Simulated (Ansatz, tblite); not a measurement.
Cost and result up the ladder for `CCc1ccc(CCc2ccc(CC)cc2)cc1` (40 atoms). Total charge 0; singlet. Geometry: r2SCAN-D4/def2-SVP.

Cartesian coordinates in Å:
```
C -3.491 3.970 -4.085
C -3.550 4.380 -2.610
C -2.750 3.458 -1.723
C -1.390 3.696 -1.472
C -0.637 2.817 -0.690
C -1.217 1.668 -0.131
C -0.394 0.694 0.671
C 0.255 -0.397 -0.208
C 1.076 -1.367 0.601
C 0.493 -2.509 1.169
C 1.239 -3.376 1.971
C 2.595 -3.129 2.236
C 3.416 -4.097 3.052
C 4.063 -5.185 2.189
C 3.178 -1.986 1.667
C 2.432 -1.120 0.866
C -2.576 1.426 -0.387
C -3.329 2.305 -1.169
H -2.452 3.976 -4.453
H -4.081 4.655 -4.715
H -3.884 2.950 -4.226
H -3.175 5.412 -2.500
H -4.601 4.392 -2.274
H -0.917 4.594 -1.886
H 0.420 3.032 -0.497
H -1.021 0.205 1.436
H 0.404 1.229 1.215
H -0.542 -0.934 -0.752
H 0.884 0.090 -0.973
H -0.565 -2.723 0.979
H 0.761 -4.262 2.402
H 4.201 -3.544 3.596
H 2.775 -4.567 3.818
H 4.728 -4.742 1.431
H 3.296 -5.769 1.654
H 4.657 -5.882 2.801
H 4.236 -1.772 1.858
H 2.910 -0.233 0.435
H -3.054 0.540 0.046
H -4.391 2.101 -1.343
```

Ansatz on 2 threads of AMD EPYC 7R13 on a shared host and a share (18 GiB) of an NVIDIA H100 80GB HBM3; xTB runs through tblite on one thread. Times are rough, summed over both states, and most runs start from the orbitals of an earlier one. PBE0-D4/def2-TZVP serves as the yardstick here, not as an exact answer. The other state is a triplet.

The xTB rows come from tblite. Single mean-field runs in def2-TZVP are fitted with def2-universal-jkfit.

xTB has no spin-polarisation term.

```csv
level,functions,vertical triplet (eV),difference from PBE0-D4/def2-TZVP (eV)
PBE-D4/def2-TZVP,690,4.05,-0.01
PBE0-D4/def2-TZVP,690,4.05,0.00
GFN1-xTB,116,4.15,0.10
GFN2-xTB,94,4.21,0.16
```

(1) Estimate how long each takes.

## Answers

(1) GFN2-xTB 0.098 s; GFN1-xTB 0.15 s; PBE0-D4/def2-TZVP 21 s; PBE-D4/def2-TZVP 24 s. On shared hardware such times vary by a factor of up to 3.
